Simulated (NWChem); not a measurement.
System: SiH2S2F2; SMILES F[Si](F)(S)S

Here is an NWChem input.

```
start job
memory heap 200 mb stack 900 mb global 1100 mb
geometry units angstroms noautosym nocenter noautoz
  F     -0.119557    -1.285626    -1.318633
  Si     0.000000     0.000000    -0.358883
  F      0.119557     1.285626    -1.318633
  S     -1.783554    -0.020701     0.770826
  S      1.783554     0.020701     0.770826
  H     -1.385074     1.007413     1.552493
  H      1.385074    -1.007413     1.552493
end
basis spherical
  * library def2-svpd
end
dft
  xc pbe0
  iterations 150
end
property
  response 1 0.0
end
task dft property
```

Structure relaxed at the PBE0/def2-SVP level.

Static field.

Problem. Give the results of this calculation. (PBE0/def2-SVPD.) Quantities: isotropic polarisability (bohr³); anisotropy (bohr³).

Solution. 
- isotropic polarisability (bohr³) = 65.1
- anisotropy (bohr³) = 20.6
